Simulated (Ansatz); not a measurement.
Ansatz (a program for electronic structure) input (MP2/6-31G*):

Ansatz 0.2 input:
```yaml
crystal:
  periodic: [false, false, false]
  atoms:
    - {symbol: F, position_ang: [-1.12166388, -0.97894471, 0.01107268]}
    - {symbol: C, position_ang: [-0.37832909, 0.02860251, 0.00230053]}
    - {symbol: F, position_ang: [-0.96179234, 1.13645859, 0.00159634]}
    - {symbol: Cl, position_ang: [1.23653415, -0.09348471, -0.00751908]}
basis:
  gaussian:
    orbitals: 6-31G*
total_charge: 1
magnetization: {spin_polarized: false}
correlation: {method: mp2, electrons: outside_noble_gas}
```

Output:

```
WARN ansatz: RAYON_NUM_THREADS=1 ignored (pool sized by the plan → 1); use --threads N
Functional definition: HF
integrals: 0.02 GiB planned
563 factors; integrals over basis functions are off by at most 6.8e-4 eV
mean field: 0.15 GiB planned
mean field evaluation 1: about -18931.3700 eV, gradient 4.7e1 eV
mean field evaluation 2: about -18931.3835 eV, gradient 4.7e1 eV
mean field evaluation 4: about -18935.1106 eV, gradient 2.4e0 eV
mean field evaluation 8: about -18935.1388 eV, gradient 1.6e-1 eV
mean field -18935.13901485 eV, -695.8535240975 hartree, gradient 8.7e-6 eV, S^2 0.000000; 0 other end points of the search recorded, 0 dependent functions left out
8 core orbitals not correlated
reference -18935.13901485 eV, -695.8535240975 hartree; 12, 12 occupied and 44, 44 virtual orbitals, 563 factors
second order -16.05750312 eV of doubles, -0.00000000 eV of singles
Total energy: -18951.19651796 eV, -696.4436264528 hartree
```

The dipole moment of an ion depends on the origin.
